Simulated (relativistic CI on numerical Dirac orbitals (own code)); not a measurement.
What each ingredient does to the levels of Tm LXII

Base calculation: Dirac-Coulomb-Breit CI, separate exchange-only KLI orbitals for each configuration, model QED, unscaled Slater integrals.

CI space (outside the closed core 1s2): 2s2 2p4, 2s 2p5, 2p6, 2p5 3s, 2p5 3p, 2s2 2p3 3s, 2p5 3d, 2s2 2p3 3p, 2s2 2p3 3d, 2s 2p4 3s, 2s 2p4 3p, 2s 2p4 3d, 2s2 2p3 4s, 2s2 2p3 4p, 2s2 2p3 4d, 2s2 2p3 4f, 2s2 2p2 3s2, 2s 2p4 4s, 2s 2p4 4p, 2s2 2p2 3s 3p, 2s 2p4 4d, 2s 2p4 4f, 2s2 2p3 5s, 2s2 2p2 3s 3d, 2s2 2p3 5p, 2s2 2p2 3p2, 2s2 2p3 5d, 2s2 2p3 5f, 2s2 2p3 5g, 2s2 2p2 3p 3d, 2s 2p3 3s2, 2s2 2p2 3d2, 2s 2p3 3s 3p, 2s 2p3 3s 3d, 2s 2p3 3p2, 2s 2p4 5s. Levels of other configurations are missing.

Variants: (1) Breit term removed. Shifts of the energy above 2s2 2p4 3P_2, in eV, for the lowest level and the first level of each name with at least 55 % of one term (blank where a level changes its place among those of its configuration and J or its character, or is not in the variant):

```csv
Level,Base,Δ(1)
2s2 2p4 3P_2,0.00,0.00
2s2 2p4 1S_0,54.98,-6.93
2s2 2p4 3P_1,1014.60,+8.91
2s2 2p4 1D_2,1033.35,+15.25
2s 2p5 3P°_2,1382.33,-0.30
2s 2p5 1P°_1,1459.11,-2.43
2s2 2p4 3P_0,2069.66,+20.02
2s 2p5 3P°_0,2407.81,+8.58
2s 2p5 3P°_1,2444.82,+12.08
2p6 1S_0,2878.75,-4.31
2s2 2p3 3p 3P_0,7934.35,+7.12
2s2 2p3 3d 3P°_0,8008.15,+6.99
2s2 2p3 3s 3S°_1,8492.73,+22.66
2s2 2p3 3s 3D°_3,8505.86,+31.22
2s2 2p3 3s 1D°_2,8513.85,+30.14
2s2 2p3 3s 3P°_0,8553.21,+19.64
2s2 2p3 3s 3P°_1,8556.59,+20.66
2s2 2p3 3p 3D_1,8659.37,+17.41
2s 2p4 3s 5P_3,8792.44,+15.12
2s 2p4 3s 3P_2,8821.04,+14.07
2s 2p4 3s 3S_1,8891.68,+7.15
2s2 2p3 3p 3F_4,8904.92,+32.19
```

At this charge energies of transitions that change n are usually good to better than 1 %, and those within a shell (Δn = 0) to a few per cent.

Ionisation energy from the two ground configurations alone: base 13986.4 eV; Breit term removed 14000.8 eV. The NIST ASD value (theoretical) is 13988 eV.

LS names give the leading component of a level, which can be under half, so a name can repeat, a term be missing and a line seem to break the LS rules.
